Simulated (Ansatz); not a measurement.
Diatomic CdGe, multiplicity 3 (lowest of 2S+1 = 1, 3 at CCSD(T)/def2-TZVPP on PBE0 minima; our sources give no spin for the ground state, which may be another). No spin–orbit coupling. Ge is treated without relativity.

Seven points along R, fitted to fifth degree in 1/R; most abundant isotopes. In def2 and cc sets the state is the lowest found near the PBE0 minimum, followed along R.

Programs: Ansatz (a program for electronic structure). Values without a source in brackets are computed. In def2 rows elements past Kr take small-core potentials, without spin–orbit coupling.

Energies at PBE0/def2-TZVPP:

| R (Å) | E (hartree) |
|---|---|
| 2.441006 | -2244.45416105 |
| 2.506624 | -2244.45618858 |
| 2.566993 | -2244.45712987 |
| 2.635236 | -2244.45738373 |
| 2.703479 | -2244.45699698 |
| 2.782221 | -2244.45598896 |
| 2.874087 | -2244.45431938 |

Task: With a reduced mass of 44.8284 u, find the minimum, the force constant and the constants.

Result: A fifth-degree polynomial in 1/R puts the minimum at r_e = 2.6247 Å with force constant 62.6 N/m. Then ω_e = (1/2πc)√(k/μ) = 154 cm⁻¹ and B_e = h/(8π²cμr_e²) = 0.05458 cm⁻¹; the cubic and quartic terms give α_e = 0.00035 and ω_e x_e = 0.90 cm⁻¹.
